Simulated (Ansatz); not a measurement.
`OC[CH2][GeH3]`, relaxed with RKS PBE-D4/def2-SVP in Ansatz from a rough embedded geometry. The force threshold is 0.03 eV/Å; the program also tests the step.

The species carries charge 0 and has multiplicity 1.

Start:

```xyz
12

O    -1.359   -1.502    1.102
C    -0.404   -0.558    0.902
C    -0.433   -0.214   -0.566
Ge    1.034    1.149   -0.984
H    -1.349   -1.683    2.133
H     0.603   -0.963    1.204
H    -0.580    0.368    1.489
H    -1.354    0.210   -0.868
H    -0.171   -1.166   -1.176
H     2.367    0.537   -0.589
H     0.941    1.426   -2.488
H     0.704    2.395   -0.159
```

Q: How much energy does the relaxation release, and in how many steps? (An estimate is asked.)

A: The calculation gave: 38.16 kJ/mol, in 5 steps, 1 of them rejected.

Q: Which bonds change most? (Estimate.)

A: Ansatz gave: O1–H5 from 1.047 to 0.974 Å; C3–Ge4 from 2.046 to 1.974 Å; O1–C2 from 1.357 to 1.419 Å; C3–H8 from 1.058 to 1.110 Å.

Q: Give the relaxed structure. (Estimate.)

A: Ansatz gave: 
```xyz
12

O    -1.418   -1.539    1.136
C    -0.400   -0.570    0.936
C    -0.368   -0.208   -0.541
Ge    1.005    1.131   -1.007
H    -1.430   -1.761    2.084
H     0.604   -0.956    1.247
H    -0.585    0.354    1.542
H    -1.359    0.185   -0.852
H    -0.183   -1.121   -1.145
H     2.421    0.600   -0.652
H     0.949    1.434   -2.527
H     0.765    2.450   -0.223
```
